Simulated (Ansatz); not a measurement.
# Nudged elastic band run: AlBrH5N

The input (input.yaml):

```yaml
crystal:
  periodic: [false, false, false]
  atoms:
    - { symbol: Al, position_ang: [-0.119888, -0.228862, -0.182703] }
    - { symbol: H, position_ang: [-0.15976, -0.71191, 1.322612] }
    - { symbol: H, position_ang: [1.218417, 0.176762, -0.913433] }
    - { symbol: "N", position_ang: [-1.62105, -0.277048, -1.118596] }
    - { symbol: H, position_ang: [-2.518032, -0.543921, -0.760099] }
    - { symbol: H, position_ang: [-1.708382, -0.015048, -2.082087] }
    - { symbol: Br, position_ang: [-0.060242, 2.929737, 1.559783] }
    - { symbol: H, position_ang: [-0.052165, 2.174488, 2.749222] }
basis:
  gaussian: { orbitals: def2-SVP }
hamiltonian:
  xc: hf
neb:
  order_check: false
  images: 9
  f_tol: 0.05
  max_iterations: 60
  final_atoms:
    - { symbol: Al, position_ang: [-0.0862479, 0.75245986, -0.62945147] }
    - { symbol: H, position_ang: [-0.19818509, -0.22545071, 2.80849138] }
    - { symbol: H, position_ang: [1.25912859, -0.04477232, -0.60095404] }
    - { symbol: "N", position_ang: [-1.59365077, 0.02021912, -1.1594394] }
    - { symbol: H, position_ang: [-1.68809553, -0.93332759, -1.45590499] }
    - { symbol: H, position_ang: [-2.48218619, 0.48209034, -1.20373538] }
    - { symbol: Br, position_ang: [-0.12589195, 2.93693069, -0.00578266] }
    - { symbol: H, position_ang: [-0.10597316, 0.51604862, 2.82147556] }
  initial_path:
    images:
      - { positions_ang: [[-0.119888, -0.228862, -0.182703], [-0.15976, -0.71191, 1.322612], [1.218417, 0.176762, -0.913433], [-1.62105, -0.277048, -1.118596], [-2.518032, -0.543921, -0.760099], [-1.708382, -0.015048, -2.082087], [-0.060242, 2.929737, 1.559783], [-0.052165, 2.174488, 2.749222]] }
      - { positions_ang: [[-0.0956923, -0.18347194, -0.14098639], [-0.13589271, -0.55927933, 1.44502738], [1.24847847, 0.13665055, -0.87559702], [-1.62491012, -0.22732069, -1.08881285], [-2.4767928, -0.60346958, -0.78067435], [-1.74173129, 0.1420038, -1.9908732], [-0.11909894, 2.85783474, 1.40813684], [-0.07546232, 1.94125046, 2.5984786]] }
      - { positions_ang: [[-0.0714966, -0.13808188, -0.09926978], [-0.11202542, -0.40664867, 1.56744275], [1.27853994, 0.09653909, -0.83776104], [-1.62877023, -0.17759338, -1.05902969], [-2.4355536, -0.66301817, -0.80124971], [-1.77508057, 0.2990556, -1.89965941], [-0.17795587, 2.78593249, 1.25649068], [-0.09875963, 1.70801292, 2.4477352]] }
      - { positions_ang: [[-0.04730091, -0.09269182, -0.05755317], [-0.08815813, -0.254018, 1.68985813], [1.30860141, 0.05642764, -0.79992506], [-1.63263035, -0.12786606, -1.02924654], [-2.39431441, -0.72256675, -0.82182506], [-1.80842986, 0.45610739, -1.80844561], [-0.23681281, 2.71403023, 1.10484452], [-0.12205695, 1.47477538, 2.2969918]] }
      - { positions_ang: [[-0.02310521, -0.04730176, -0.01583656], [-0.06429084, -0.10138733, 1.8122735], [1.33866288, 0.01631619, -0.76208908], [-1.63649046, -0.07813875, -0.99946338], [-2.35307521, -0.78211534, -0.84240042], [-1.84177915, 0.61315919, -1.71723182], [-0.29566975, 2.64212797, 0.95319836], [-0.14535426, 1.24153784, 2.14624839]] }
      - { positions_ang: [[0.00109049, -0.0019117, 0.02588005], [-0.04042354, 0.05124334, 1.93468888], [1.36872435, -0.02379526, -0.7242531], [-1.64035058, -0.02841144, -0.96968023], [-2.31183601, -0.84166392, -0.86297577], [-1.87512843, 0.77021099, -1.62601802], [-0.35452669, 2.57022571, 0.8015522], [-0.16865158, 1.00830029, 1.99550499]] }
      - { positions_ang: [[-0.01637719, 0.14896261, -0.10518625], [-0.07197585, -0.00409547, 2.10944938], [1.34680519, -0.02799068, -0.69959329], [-1.63101062, -0.01868533, -1.00763206], [-2.18708792, -0.85999666, -0.98156162], [-1.99653998, 0.71258686, -1.5415615], [-0.30879974, 2.64356671, 0.64008522], [-0.1561159, 0.90984996, 2.16069911]] }
      - { positions_ang: [[-0.03384487, 0.29983692, -0.23625255], [-0.10352816, -0.05943428, 2.28420988], [1.32488604, -0.03218609, -0.67493347], [-1.62167066, -0.00895922, -1.0455839], [-2.06233982, -0.87832939, -1.10014746], [-2.11795154, 0.65496273, -1.45710497], [-0.26307279, 2.7169077, 0.47861825], [-0.14358021, 0.81139962, 2.32589322]] }
      - { positions_ang: [[-0.05131254, 0.45071124, -0.36731886], [-0.13508047, -0.11477309, 2.45897038], [1.30296689, -0.0363815, -0.65027366], [-1.6123307, 0.00076689, -1.08353573], [-1.93759172, -0.89666212, -1.21873331], [-2.23936309, 0.5973386, -1.37264844], [-0.21734584, 2.7902487, 0.31715128], [-0.13104453, 0.71294929, 2.49108733]] }
      - { positions_ang: [[-0.06878022, 0.60158555, -0.49838516], [-0.16663278, -0.1701119, 2.63373088], [1.28104774, -0.04057691, -0.62561385], [-1.60299073, 0.01049301, -1.12148757], [-1.81284363, -0.91499486, -1.33731915], [-2.36077464, 0.53971447, -1.28819191], [-0.17161889, 2.8635897, 0.15568431], [-0.11850884, 0.61449895, 2.65628145]] }
      - { positions_ang: [[-0.0862479, 0.75245986, -0.62945147], [-0.19818509, -0.22545071, 2.80849138], [1.25912859, -0.04477232, -0.60095404], [-1.59365077, 0.02021912, -1.1594394], [-1.68809553, -0.93332759, -1.45590499], [-2.48218619, 0.48209034, -1.20373538], [-0.12589195, 2.93693069, -0.00578266], [-0.10597316, 0.51604862, 2.82147556]] }
```

Launched with:

```bash
$ ansatz run input.yaml --threads 1 --pin off --max-ram 2048MiB --backend cpu --events-out ev --progress --plain --runs-dir out
```

Output, in part (warnings, iteration lines, the closing report on the highest movable image, with atoms numbered from 0):

```
NEB end point (image 0): max|allowed force component| = 5.202e-3 eV/Å (the criterion of neb.relax_end_points is 1.000e-2)
NEB end point (image 10): max|allowed force component| = 2.778e-2 eV/Å (the criterion of neb.relax_end_points is 1.000e-2)
NEB iter   1: max|band force component| = 5.180e0 eV/Å  barrier→ = 2.0668 eV  barrier← = 3.4128 eV  Δτ_max = 0.2000 Å  (374 SCF iters)
NEB iter   2: max|band force component| = 1.608e0 eV/Å  barrier→ = 0.8924 eV  barrier← = 2.2385 eV  Δτ_max = 0.2000 Å  (281 SCF iters)
NEB iter   3: max|band force component| = 2.275e0 eV/Å  barrier→ = 0.7636 eV  barrier← = 2.1096 eV  Δτ_max = 0.1009 Å  (278 SCF iters)
NEB iter   4: max|band force component| = 8.612e-1 eV/Å  barrier→ = 0.7458 eV  barrier← = 2.0919 eV  Δτ_max = 0.1999 Å  (289 SCF iters)
NEB iter   5: max|band force component| = 3.086e0 eV/Å  barrier→ = 0.8789 eV  barrier← = 2.2249 eV  Δτ_max = 0.0996 Å  (282 SCF iters)
NEB iter   6: max|band force component| = 5.637e-1 eV/Å  barrier→ = 0.8178 eV  barrier← = 2.1639 eV  Δτ_max = 0.0462 Å  (293 SCF iters)
NEB iter   7: max|band force component| = 2.425e-1 eV/Å  barrier→ = 0.8123 eV  barrier← = 2.1583 eV  CI = image 4  Δτ_max = 0.1980 Å  (268 SCF iters)
NEB iter   8: max|band force component| = 3.286e-1 eV/Å  barrier→ = 0.7712 eV  barrier← = 2.1172 eV  CI = image 4  Δτ_max = 0.1000 Å  (267 SCF iters)
NEB iter   9: max|band force component| = 2.052e-1 eV/Å  barrier→ = 0.7532 eV  barrier← = 2.0992 eV  CI = image 4  Δτ_max = 0.0997 Å  (276 SCF iters)
NEB iter  10: max|band force component| = 2.344e-1 eV/Å  barrier→ = 0.7366 eV  barrier← = 2.0827 eV  CI = image 4  Δτ_max = 0.0996 Å  (281 SCF iters)
NEB iter  11: max|band force component| = 3.122e-1 eV/Å  barrier→ = 0.7235 eV  barrier← = 2.0696 eV  CI = image 4  Δτ_max = 0.0997 Å  (279 SCF iters)
NEB iter  12: max|band force component| = 3.585e-1 eV/Å  barrier→ = 0.7134 eV  barrier← = 2.0595 eV  CI = image 4  Δτ_max = 0.0999 Å  (280 SCF iters)
NEB iter  13: max|band force component| = 2.724e-1 eV/Å  barrier→ = 0.7074 eV  barrier← = 2.0535 eV  CI = image 4  Δτ_max = 0.0998 Å  (290 SCF iters)
NEB iter  14: max|band force component| = 2.420e-1 eV/Å  barrier→ = 0.7073 eV  barrier← = 2.0533 eV  CI = image 4  Δτ_max = 0.0997 Å  (276 SCF iters)
NEB iter  15: max|band force component| = 2.058e-1 eV/Å  barrier→ = 0.7015 eV  barrier← = 2.0475 eV  CI = image 4  Δτ_max = 0.1000 Å  (270 SCF iters)
NEB iter  16: max|band force component| = 2.255e-1 eV/Å  barrier→ = 0.7012 eV  barrier← = 2.0472 eV  CI = image 4  Δτ_max = 0.0501 Å  (261 SCF iters)
NEB iter  17: max|band force component| = 1.824e-1 eV/Å  barrier→ = 0.7010 eV  barrier← = 2.0470 eV  CI = image 4  Δτ_max = 0.0502 Å  (258 SCF iters)
NEB iter  18: max|band force component| = 1.725e-1 eV/Å  barrier→ = 0.7009 eV  barrier← = 2.0469 eV  CI = image 4  Δτ_max = 0.0502 Å  (253 SCF iters)
NEB iter  19: max|band force component| = 1.630e-1 eV/Å  barrier→ = 0.7008 eV  barrier← = 2.0468 eV  CI = image 4  Δτ_max = 0.1004 Å  (264 SCF iters)
NEB iter  20: max|band force component| = 1.701e-1 eV/Å  barrier→ = 0.7008 eV  barrier← = 2.0468 eV  CI = image 4  Δτ_max = 0.1991 Å  (266 SCF iters)
NEB iter  21: max|band force component| = 2.184e-1 eV/Å  barrier→ = 0.7008 eV  barrier← = 2.0468 eV  CI = image 4  Δτ_max = 0.0995 Å  (255 SCF iters)
NEB iter  22: max|band force component| = 2.619e-1 eV/Å  barrier→ = 0.7008 eV  barrier← = 2.0468 eV  CI = image 4  Δτ_max = 0.0499 Å  (254 SCF iters)
NEB iter  23: max|band force component| = 1.630e-1 eV/Å  barrier→ = 0.7008 eV  barrier← = 2.0468 eV  CI = image 4  Δτ_max = 0.0502 Å  (249 SCF iters)
NEB iter  24: max|band force component| = 9.256e-2 eV/Å  barrier→ = 0.7008 eV  barrier← = 2.0468 eV  CI = image 4  Δτ_max = 0.0497 Å  (246 SCF iters)
NEB iter  25: max|band force component| = 8.224e-2 eV/Å  barrier→ = 0.7008 eV  barrier← = 2.0468 eV  CI = image 4  Δτ_max = 0.0499 Å  (246 SCF iters)
NEB iter  26: max|band force component| = 6.570e-2 eV/Å  barrier→ = 0.7008 eV  barrier← = 2.0468 eV  CI = image 4  Δτ_max = 0.0499 Å  (227 SCF iters)
NEB iter  27: max|band force component| = 4.017e-2 eV/Å  barrier→ = 0.7008 eV  barrier← = 2.0468 eV  CI = image 4  Δτ_max = 0.0000 Å  (545 SCF iters)
Total energy: -78130.98738858 eV, -2871.2608274450 hartree
Atom 0 at    -0.084630     0.237785    -0.065110 Å, force    -0.000012    -0.000036    -0.000102 eV/Å
Atom 1 at    -0.172145    -0.138762     1.562577 Å, force    -0.000015    -0.000027    -0.000010 eV/Å
Atom 2 at     1.345942     0.238783    -0.692770 Å, force    -0.000002     0.000004     0.000003 eV/Å
Atom 3 at    -1.585104    -0.103083    -0.926099 Å, force    -0.000035    -0.000009     0.000029 eV/Å
Atom 4 at    -2.484774    -0.239790    -0.506930 Å, force     0.000012    -0.000019     0.000055 eV/Å
Atom 5 at    -1.681009    -0.061563    -1.923114 Å, force     0.000055     0.000021    -0.000039 eV/Å
Atom 6 at    -0.171506     2.576179     1.384021 Å, force     0.000023     0.000068    -0.000002 eV/Å
Atom 7 at    -0.187876     0.994649     1.742125 Å, force    -0.000026    -0.000001     0.000067 eV/Å
Dipole moment:    -0.244858    -0.327039    -0.148310 e Å
```

It converged. The profile has 2 maxima (images 4, 8) with wells between them (image 6): this band takes more than one step, which may be the mechanism or a detour left from its start path. Neighbouring images differ by up to 1.7 eV, so the band resolves the path poorly. A vibrational analysis at the climbing image gives one clearly imaginary mode, 1266i cm⁻¹: a first-order saddle point. The orbitals stay closed-shell, which can raise the energy where a bond breaks towards radicals; this wasn't checked here.

Final band (atoms are numbered from 1 in the order of the input):

| image | path coordinate (Å) | energy (kJ/mol) | Al1–H2 (Å) | Br7–H8 (Å) | Al1–Br7 (Å) |
| --- | --- | --- | --- | --- | --- |
| 0 | 0.00 | 0.0 | 1.58 | 1.41 | 3.61 |
| 1 | 0.50 | 1.6 | 1.58 | 1.41 | 3.53 |
| 2 | 0.99 | 8.5 | 1.58 | 1.41 | 3.41 |
| 3 | 1.49 | 29.0 | 1.60 | 1.43 | 3.10 |
| 4 | 1.99 | 67.6 | 1.67 | 1.62 | 2.75 |
| 5 | 3.00 | -94.5 | 2.18 | 2.53 | 2.32 |
| 6 | 4.01 | -126.2 | 2.79 | 3.24 | 2.28 |
| 7 | 5.03 | -109.6 | 3.27 | 3.69 | 2.28 |
| 8 | 6.04 | -97.8 | 3.21 | 3.91 | 2.28 |
| 9 | 7.06 | -125.4 | 3.28 | 4.18 | 2.27 |
| 10 | 8.07 | -129.9 | 3.58 | 3.72 | 2.27 |

The run took 7 min on 1 thread of Arm Neoverse V1, with other jobs on the host, peak memory 0.17 GiB.
